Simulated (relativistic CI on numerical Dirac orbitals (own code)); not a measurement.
# Spin-allowed bands of a d8 ion in a tetrahedral site, by hand

Problem. Take Δ = 6200 cm⁻¹ and B = 920 cm⁻¹ for a d8 ion in a tetrahedral site. Calculate the three spin-allowed bands.

Working.
1. The terms of highest spin are 3F (energy 0) and 3P (15B = 13800 cm⁻¹). Here the F term splits into A2 at +1.2Δ = 7440, T2 at +0.2Δ = 1240 and T1 at −0.6Δ = -3720 cm⁻¹.
2. The two T1 states mix through the element 0.4Δ: H = [[-3720, 2480], [2480, 13800]], with roots ½(H₁₁ + H₂₂) ∓ ½√[(H₂₂ − H₁₁)² + 4H₁₂²] = ½(10080) ∓ ½(18209) = -4064 and 14144 cm⁻¹.
3. The ground term is 3T1 at -4064 cm⁻¹.
4. Bands: 3T2 5304 cm⁻¹ (1885 nm), 3A2 11504 cm⁻¹ (869 nm), 3T1(P) 18209 cm⁻¹ (549 nm).

Check. Exact diagonalisation of the whole d8 shell with these parameters gives 3T2 5304, 3A2 11504, 3T1 18209 cm⁻¹. The match is exact, since without spin-orbit coupling no other term has this spin. The ratio of the second band to the first, 2.169, depends on Δ/B = 6.7 alone, which is how a Tanabe-Sugano diagram is read.
